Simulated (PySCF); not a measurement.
Molecule: `C#C/C(=N\[SiH3])C1CC1`, C₆H₉NSi.

Geometry (Å), atoms numbered from 1 in this order:
```xyz
17

C     0.751    1.930    1.566
C     0.486    0.965    0.901
C     0.242   -0.187    0.093
N     1.147   -0.801   -0.541
Si    2.838   -0.621   -0.736
C    -1.154   -0.655    0.020
C    -2.059   -0.511    1.220
C    -2.282    0.349    0.026
H     0.970    2.775    2.151
H     3.504    0.469   -0.012
H     2.991   -0.426   -2.177
H     3.364   -1.908   -0.285
H    -1.266   -1.537   -0.597
H    -2.750   -1.316    1.420
H    -1.642   -0.055    2.105
H    -2.019    1.394    0.095
H    -3.130    0.148   -0.610
```

Frames of a GFN2-xTB Langevin trajectory at 400 K; GIAO PBE0/pcSseg-1 shieldings in PySCF, gas phase, non-relativistic; equivalent atoms averaged within each frame.

Shifts are taken against calculated references (same method and geometry level): TMS for ¹³C (σref 186.93) and ²⁹Si (σref 349.16) and ¹H (σref 31.72); NH3 for ¹⁵N (σref 267.73). The references are static minima.

Problem. How do the shifts (ppm) fluctuate along the trajectory?

Solution. 
```tsv
time (fs)	C3	C1	C2	C6	C7/C8	N4	Si5	H10/H11/H12	H9	H13
250	181.8	94.1	77.0	31.7	7.4	434.5	-67.1	4.87	3.88	1.93
425	179.6	89.4	95.8	27.9	15.6	368.3	-64.7	4.92	3.54	2.91
625	163.0	86.2	82.3	22.3	11.4	372.5	-68.3	4.99	1.58	3.06
800	183.1	96.2	79.6	36.0	16.0	370.6	-74.5	4.87	4.20	1.78
1000	179.8	90.8	79.9	31.3	13.3	392.0	-58.3	5.19	3.41	1.42
mean of frames	177.5	91.3	82.9	29.9	12.7	387.6	-66.6	4.97	3.32	2.22
standard deviation	8.2	3.9	7.5	5.1	3.5	27.9	5.9	0.13	1.02	0.72
```

5 frames give an uncertainty of the mean of about the standard deviation over 2.2 at best, since frames this close in time may not be independent; classical motion lacks zero-point vibration, and the reference would need the same averaging.
